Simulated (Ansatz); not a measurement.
Program: Ansatz. Geometries: PBE0-D4/def2-TZVP. ΔE: electronic, gas phase. CCSD(T)/CBS adds triple-zeta CCSD(T) − MP2 to the extrapolated MP2 energy (def2 sets, frozen cores). This one scheme is used for every species, atoms too. DFT in def2-TZVPP. No spin–orbit coupling; open shells (•) take unrestricted orbitals. Spin–orbit coupling would lower the free atoms: a little for Al, O, Si; clearly for Br. Bonds to Br are less sure, by a few kJ/mol each and by 10 to 20 or more in all where they break to atoms, as the def2 sets lack core-valence functions. Scalar relativity is left out up to krypton. One conformer a species, not always the lowest.

Reaction (atomization): `O[SiH](Br)[O][AlH2]` → Al• + Br• + 4 H• + 2 O• + Si•

`O[SiH](Br)[O][AlH2]`:

Z-matrix (Å, degrees):
```
Si
Br 1 2.232
O 1 1.604 2 107.4
O 1 1.628 2 109.0 3 -123.4
H 1 1.469 2 109.0 3 120.6
Al 3 1.692 1 165.5 2 -44.4
H 4 0.959 1 118.7 2 42.9
H 6 1.576 3 117.2 1 149.4
H 6 1.578 3 117.8 1 -31.7
```

```csv
level,ΔE (kJ/mol)
B2PLYP,3101.4
SCS-MP2/def2-TZVPP,3125.3
```

Q: What does CCSD(T)/CBS give? (Best estimate.)

A: Ansatz gave: +3174.7 kJ/mol. The listed levels differ from it by -73.3, -49.4 kJ/mol.

Largest T1 diagnostic among the species: 0.018.

From PBE to PBE0 (25 % exact exchange), in def2-TZVPP and without D4, ΔE moves by −45.1 kJ/mol: exact exchange takes away binding that semilocal exchange gives to molecules. In def2-TZVPP, CCSD(T) changes the Hartree–Fock value by +760.2 kJ/mol (the triples alone add +45.1 kJ/mol) and MP2 by +845.2 kJ/mol; breaking electron pairs costs correlation energy, which Hartree–Fock lacks.

For atomizations the MP2-based limit and the directly extrapolated one differ by several kJ/mol either way, and by 10 to 25 for some Ge, Se and Sn compounds, so smaller differences from it don't rank the levels.
